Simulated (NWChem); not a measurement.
Program: NWChem. System: ClI, charge 0, spin multiplicity 1, displaced from the optimised geometry.

The NWChem input:

```
start mol
memory heap 100 mb stack 700 mb global 1900 mb
geometry units angstroms nocenter noautoz noautosym
  Cl     0.000000     0.000000     1.449425
  I      0.000000     0.000000    -0.579770
end
basis spherical
  * library def2-svp
end
ecp
  I library def2-ecp
end
scf
  rhf
  nopen 0
  maxiter 100
  thresh 1e-7
  semidirect memsize 60000000 filesize 0
end
tce
  freeze core 9
  cr-ccsd(t)
  2eorb
  2emet 13
  thresh 1e-6
  maxiter 100
  tilesize 24
end
task tce energy
```

The output up to the point where the run's verdict is printed (cleaned and shortened):

```
             Northwest Computational Chemistry Package (NWChem) 7.3.0
             --------------------------------------------------------

                                NWChem Input Module
                                -------------------

 Scaling coordinates for geometry "geometry" by  1.889725989
 (inverse scale =  0.529177249)

                             Geometry "geometry" -> ""
                             -------------------------

 Output coordinates in angstroms (scale by  1.889725989 to convert to a.u.)

  No.       Tag          Charge          X              Y              Z
 ---- ---------------- ---------- -------------- -------------- --------------
    1 Cl                  17.0000     0.00000000     0.00000000     1.44942500
    2 I                   53.0000     0.00000000     0.00000000    -0.57977000

 Effective nuclear repulsion energy (a.u.)     234.9644570131

            Nuclear Dipole moment (a.u.)
            ----------------------------
        X                 Y               Z
 ---------------- ---------------- ----------------
     0.0000000000     0.0000000000   -11.5038675822


 Summary of "ao basis" -> "" (spherical)
 ------------------------------------------------------------------------------
       Tag                 Description            Shells   Functions and Types
 ---------------- ------------------------------  ------  ---------------------
 *                          def2-svp                  on all atoms

 Summary of "ao basis" -> "ao basis" (spherical)
 ------------------------------------------------------------------------------
       Tag                 Description            Shells   Functions and Types
 ---------------- ------------------------------  ------  ---------------------
 Cl                         def2-svp                 8       18   4s3p1d
 I                          def2-svp                10       26   4s4p2d

                                 NWChem SCF Module
                                 -----------------

  ao basis        = "ao basis"
  functions       =    44
  atoms           =     2
[...]
     1   0 0 1     -0.292112      0.000000     19.173113

     2   2 0 0    -29.543508      0.000000      0.000000
     2   1 1 0      0.000000      0.000000      0.000000
     2   1 0 1      0.000000      0.000000      0.000000
     2   0 2 0    -29.543508      0.000000      0.000000
     2   0 1 1      0.000000      0.000000      0.000000
     2   0 0 2    -27.121998      0.000000    157.546392

                   NWChem Extensible Many-Electron Theory Module
                   ---------------------------------------------


            General Information
            -------------------
      Number of processors :     1
         Wavefunction type : Restricted Hartree-Fock
          No. of electrons :    42
           Alpha electrons :    21
            Beta electrons :    21
           No. of orbitals :    88
            Alpha orbitals :    44
             Beta orbitals :    44
        Alpha frozen cores :     9
         Beta frozen cores :     9
     Alpha frozen virtuals :     0
      Beta frozen virtuals :     0
         Spin multiplicity : singlet
    Number of AO functions :    44
       Number of AO shells :    18
        Use of symmetry is : off
      Symmetry adaption is : off
         Schwarz screening : 0.10D-09

          Correlation Information
          -----------------------
          Calculation type : Coupled-cluster singles & doubles w/ perturbation
   Perturbative correction : Completely renormalized (T)
            Max iterations :      100
        Residual threshold : 0.10D-05
     T(0) DIIS level shift : 0.00D+00
     L(0) DIIS level shift : 0.00D+00
     T(1) DIIS level shift : 0.00D+00
     L(1) DIIS level shift : 0.00D+00
     T(R) DIIS level shift : 0.00D+00
     T(I) DIIS level shift : 0.00D+00
   CC-T/L Amplitude update :  5-th order DIIS
                I/O scheme : Global Array Library
        L-threshold :  0.10D-05
        EOM-threshold :  0.10D-05
 no EOMCCSD initial starts read in
 TCE RESTART OPTIONS
 SLICE:      F
 D4D5:       F
 quantumc:   F
 qrotation:  F
 pwtce:      F
 qducc:      F
 nacto:                         0
 nrotv:                         0
 nrot:                          0

            Memory Information
            ------------------
          Available GA space size is     249034864 doubles
          Available MA space size is     104848420 doubles

 Maximum block size supplied by input
 Maximum block size        24 doubles

 tile_dim =     23

 -------------------------------------------------

 Global array virtual files algorithm will be used

 Parallel file system coherency ......... OK

 4-electron integrals stored in orbital form

 v2    file size   =           638677
 4-index algorithm nr.  13 is used
 imaxsize =       30
 imaxsize ichop =        0


CCSD iterations
 ---------------------------------------------------------
 Iter          Residuum       Correlation     Cpu    Wall
 ---------------------------------------------------------
    1   0.0969834267063  -0.2480373069698     0.2     0.2
    2   0.0251511080092  -0.2627112184210     0.1     0.1
    3   0.0083421945256  -0.2659699205087     0.1     0.1
    4   0.0030779238484  -0.2667863897479     0.1     0.1
    5   0.0012487534136  -0.2670650826021     0.1     0.1
    6   0.0002733707243  -0.2672145660320     0.1     0.1
    7   0.0001246647881  -0.2672159875629     0.2     0.2
    8   0.0000662144795  -0.2672171835931     0.2     0.2
    9   0.0000363924052  -0.2672176480253     0.2     0.2
   10   0.0000200763750  -0.2672180008409     0.1     0.1
   11   0.0000013819643  -0.2672184151220     0.2     0.2
   12   0.0000004686827  -0.2672184481240     0.2     0.2
 -----------------------------------------------------------------
 Iterations converged
 CCSD correlation energy / hartree =        -0.267218448123953
 CCSD total energy / hartree       =      -756.207452545256729

 Singles contributions

 Doubles contributions
 CR-CCSD(T)
```

The program stopped with an error. NWChem stopped with the message: ccsd_t 3.
